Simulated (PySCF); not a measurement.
## Ionising AlSb

PBE0; basis Al def2-SVPD, Sb def2-SVPD with ECP28; scalar-relativistic core potentials; PySCF 2.14. Neutral (UKS): triplet (π ↑↑), Re = 2.753 Å, ωe = 259 cm⁻¹, De = 1.88 eV, HOMO -5.17 eV, LUMO -3.26 eV.

AlSb⁺ (UKS): quartet (σ ↑, π ↑↑), Re = 2.805 Å, ωe = 187 cm⁻¹, De = 0.93 eV to Al⁺ + Sb. The energies at the minima are -482.45294 hartree for AlSb and -482.19444 for AlSb⁺.

Q: Work out the adiabatic ionisation energy, without and with harmonic zero-point energies (1 hartree = 27.2114 eV, 1 eV = 8065.5 cm⁻¹), and the change of the bond length.

A: At PBE0: 0.25850 hartree = 7.034 eV between the minima; the zero-point term (187.0 − 259.0)/2 cm⁻¹ = -0.004 eV makes it 7.030 eV. Re changes by +5.2 pm against the neutral. The electron leaves a σ orbital, and the longer bond of the ion fits a bonding orbital, or a change in how ionic the bond is.

Spin–orbit coupling is left out, which matters for elements this heavy, above all for dissociation energies. For an ion De counts to the pair picked by the measured ionisation energies or electron affinities, which need not be the lowest pair at this level. States were picked by a PBE0 search and need not be the measured ground states.
